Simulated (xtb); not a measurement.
xtb input file for SiClH2I, SMILES Cl[SiH2]I, GFN2-xTB. 

```
$ xtb mol.xyz --gfn 2 --sp --chrg 0 --uhf 0 --json
$ cat mol.xyz
5

Si     0.87396177    -1.11343484    -0.00000000
Cl    -0.57009694    -2.50161657    -0.00000000
I     -0.11047484     1.14140073     0.00000000
H      1.65567494    -1.18933449     1.21841818
H      1.65567495    -1.18933448    -1.21841817
```

Output:

```
[banner left out]
          |                Calculation Setup                |
           -------------------------------------------------



           -------------------------------------------------
          |                 G F N 2 - x T B                 |
           -------------------------------------------------

        Reference                      10.1021/acs.jctc.8b01176
      * Hamiltonian:
        H0-scaling (s, p, d)           1.850000    2.230000    2.230000
        zeta-weighting                 0.500000
      * Dispersion:
        s8                             2.700000
        a1                             0.520000
        a2                             5.000000
        s9                             5.000000
      * Repulsion:
        kExp                           1.500000    1.000000
        rExp                           1.000000
      * Coulomb:
        alpha                          2.000000
        third order                    shell-resolved
        anisotropic                    true
        a3                             3.000000
        a5                             4.000000
        cn-shift                       1.200000
        cn-exp                         4.000000
        max-rad                        5.000000


          ...................................................
          :                      SETUP                      :
          :.................................................:
          :  # basis functions                  32          :
          :  # atomic orbitals                  29          :
          :  # shells                           11          :
          :  # electrons                        20          :
          :  max. iterations                   250          :
          :  Hamiltonian                  GFN2-xTB          :
          :  restarted?                      false          :
          :  GBSA solvation                  false          :
          :  PC potential                    false          :
          :  electronic temp.          300.0000000     K    :
          :  accuracy                    1.0000000          :
          :  -> integral cutoff          0.2500000E+02      :
          :  -> integral neglect         0.1000000E-07      :
          :  -> SCF convergence          0.1000000E-05 Eh   :
          :  -> wf. convergence          0.1000000E-03 e    :
          :  Broyden damping             0.4000000          :
          :  net charge                          0          :
          :  unpaired electrons                  0          :
          ...................................................

 iter      E             dE          RMSdq      gap      omega  full diag
   1    -11.1399771 -0.111400E+02  0.953E+00    6.37       0.0  T
   2    -11.2125483 -0.725712E-01  0.580E+00    4.43       1.0  T
   3    -11.2354218 -0.228735E-01  0.347E+00    5.54       1.0  T
   4    -11.2408363 -0.541451E-02  0.154E+00    5.22       1.0  T
   5    -11.2404900  0.346349E-03  0.119E+00    5.47       1.0  T
   6    -11.2423373 -0.184739E-02  0.664E-01    5.35       1.0  T
   7    -11.2422604  0.769301E-04  0.738E-01    5.29       1.0  T
   8    -11.2427271 -0.466647E-03  0.163E-01    5.39       1.0  T
   9    -11.2427180  0.903693E-05  0.141E-01    5.38       1.0  T
  10    -11.2427658 -0.477711E-04  0.513E-02    5.40       1.0  T
  11    -11.2427679 -0.213185E-05  0.564E-02    5.41       1.0  T
  12    -11.2427726 -0.465735E-05  0.144E-02    5.40       3.1  T
  13    -11.2427726 -0.473753E-07  0.288E-03    5.40      15.5  T
  14    -11.2427726 -0.559095E-08  0.169E-03    5.40      26.5  T
  15    -11.2427726 -0.379300E-08  0.629E-04    5.40      71.1  T
  16    -11.2427726 -0.286621E-09  0.233E-04    5.40     192.3  T

   *** convergence criteria satisfied after 16 iterations ***

         #    Occupation            Energy/Eh            Energy/eV
      -------------------------------------------------------------
         1        2.0000           -1.0834685             -29.4827
       ...           ...                  ...                  ...
         4        2.0000           -0.4883429             -13.2885
         5        2.0000           -0.4882153             -13.2850
         6        2.0000           -0.4771622             -12.9842
         7        2.0000           -0.4536470             -12.3444
         8        2.0000           -0.4486738             -12.2090
         9        2.0000           -0.4271459             -11.6232
        10        2.0000           -0.4270368             -11.6203 (HOMO)
        11                         -0.2284164              -6.2155 (LUMO)
        12                         -0.2154684              -5.8632
        13                         -0.1852989              -5.0422
        14                         -0.1306663              -3.5556
        15                         -0.0826140              -2.2480
       ...                                ...                  ...
        29                          0.8673985              23.6031
      -------------------------------------------------------------
                  HL-Gap            0.1986204 Eh            5.4047 eV
             Fermi-level           -0.3277266 Eh           -8.9179 eV

 SCC (total)                   0 d,  0 h,  0 min,  0.004 sec
 SCC setup                      ...        0 min,  0.000 sec (  1.927%)
 Dispersion                     ...        0 min,  0.000 sec (  0.728%)
 classical contributions        ...        0 min,  0.000 sec (  0.384%)
 integral evaluation            ...        0 min,  0.001 sec ( 15.010%)
 iterations                     ...        0 min,  0.003 sec ( 60.012%)
 molecular gradient             ...        0 min,  0.001 sec ( 20.404%)
 printout                       ...        0 min,  0.000 sec (  1.354%)

         :::::::::::::::::::::::::::::::::::::::::::::::::::::
         ::                     SUMMARY                     ::
         :::::::::::::::::::::::::::::::::::::::::::::::::::::
         :: total energy             -11.205423775912 Eh    ::
         :: gradient norm              0.000566057849 Eh/a0 ::
         :: HOMO-LUMO gap              5.404736676831 eV    ::
         ::.................................................::
         :: SCC energy               -11.242771914557 Eh    ::
         :: -> isotropic ES            0.021934178907 Eh    ::
         :: -> anisotropic ES         -0.005104429233 Eh    ::
         :: -> anisotropic XC         -0.009091637481 Eh    ::
         :: -> dispersion             -0.003923908071 Eh    ::
         :: repulsion energy           0.037348138645 Eh    ::
         :: add. restraining           0.000000000000 Eh    ::
         :: total charge              -0.000000000000 e     ::
         :::::::::::::::::::::::::::::::::::::::::::::::::::::

           -------------------------------------------------
          |                Property Printout                |
           -------------------------------------------------

    * Orbital Energies and Occupations

         #    Occupation            Energy/Eh            Energy/eV
      -------------------------------------------------------------
         1        2.0000           -1.0834685             -29.4827
         2        2.0000           -0.7673855             -20.8816
         3        2.0000           -0.7058429             -19.2070
         4        2.0000           -0.4883429             -13.2885
         5        2.0000           -0.4882153             -13.2850
         6        2.0000           -0.4771622             -12.9842
         7        2.0000           -0.4536470             -12.3444
         8        2.0000           -0.4486738             -12.2090
Note: The following floating-point exceptions are signalling: IEEE_UNDERFLOW_FLAG IEEE_DENORMAL
normal termination of xtb
         9        2.0000           -0.4271459             -11.6232
        10        2.0000           -0.4270368             -11.6203 (HOMO)
        11                         -0.2284164              -6.2155 (LUMO)
        12                         -0.2154684              -5.8632
        13                         -0.1852989              -5.0422
        14                         -0.1306663              -3.5556
        15                         -0.0826140              -2.2480
        16                         -0.0627662              -1.7080
        17                         -0.0126218              -0.3435
        18                         -0.0041563              -0.1131
        19                         -0.0039991              -0.1088
        20                          0.0052719               0.1435
        21                          0.0094826               0.2580
       ...                                ...                  ...
        29                          0.8673985              23.6031
      -------------------------------------------------------------
                  HL-Gap            0.1986204 Eh            5.4047 eV
             Fermi-level           -0.3277266 Eh           -8.9179 eV

     #   Z          covCN         q      C6AA      α(0)
     1  14 Si       3.512     0.510    99.888    19.314
     2  17 Cl       0.823    -0.231   106.387    15.779
     3  53 I        0.883    -0.162   383.878    33.823
     4   1 H        0.922    -0.058     4.292     3.240
     5   1 H        0.922    -0.058     4.292     3.240

 Mol. C6AA /au·bohr⁶  :       1925.881772
 Mol. C8AA /au·bohr⁸  :     124018.067058
 Mol. α(0) /au        :         75.395775


Wiberg/Mayer (AO) data.
largest (>0.10) Wiberg bond orders for each atom

 ---------------------------------------------------------------------------
     #   Z sym  total        # sym  WBO       # sym  WBO       # sym  WBO
 ---------------------------------------------------------------------------
     1  14 Si   3.975 --     2 Cl   1.134     3 I    1.078     5 H    0.882
                             4 H    0.882
     2  17 Cl   1.235 --     1 Si   1.134
     3  53 I    1.185 --     1 Si   1.078
     4   1 H    0.997 --     1 Si   0.882
     5   1 H    0.997 --     1 Si   0.882
 ---------------------------------------------------------------------------

Topologies differ in total number of bonds
Writing topology from bond orders to xtbtopo.mol

molecular dipole:
                 x           y           z       tot (Debye)
 q only:        0.762      -0.068      -0.000
   full:        1.012      -1.826      -0.000       5.305
molecular quadrupole (traceless):
                xx          xy          yy          xz          yz          zz
 q only:        2.415      -3.093      -3.939      -0.000       0.000       1.524
  q+dip:        3.158      -0.489      -6.615      -0.000       0.000       3.456
   full:        3.159      -0.707      -5.549      -0.000       0.000       2.390


           -------------------------------------------------
          | TOTAL ENERGY              -11.205423775912 Eh   |
          | GRADIENT NORM               0.000566057849 Eh/α |
          | HOMO-LUMO GAP               5.404736676831 eV   |
           -------------------------------------------------

------------------------------------------------------------------------
------------------------------------------------------------------------
 total:
 SCF:
```

Self-consistency was reached.

Cost: very roughly 0.03 core-seconds.
